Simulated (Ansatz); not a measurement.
Z-matrix (Å, degrees):
```
Ga
F 1 1.734
I 1 2.432 2 122.6
F 1 1.734 2 114.8 3 180.0
```

The species carries charge 0 and has multiplicity 1. I: def2 effective core potential.

Task: List the PBE0/def2-TZVPP orbital energies in eV (Ansatz). (Best estimate.)

Result: The calculation gave: Occupied: -10148.96, -1254.69, -1110.91, -1110.78, -1110.75, -673.49, -673.49, -188.66, -153.17, -134.58, -134.37, -134.34, -106.21, -105.95, -105.90, -53.69, -53.62, -53.59, -53.40, -53.40, -32.48, -32.35, -25.25, -25.21, -25.18, -25.00, -24.84, -20.21, -14.21, -12.55, -12.03, -11.95, -11.49, -11.33, -10.36, -8.76, -8.60. Lowest empty: -2.29, -1.33, 1.07, 1.64, 2.41, 3.87, 3.96, 4.07.
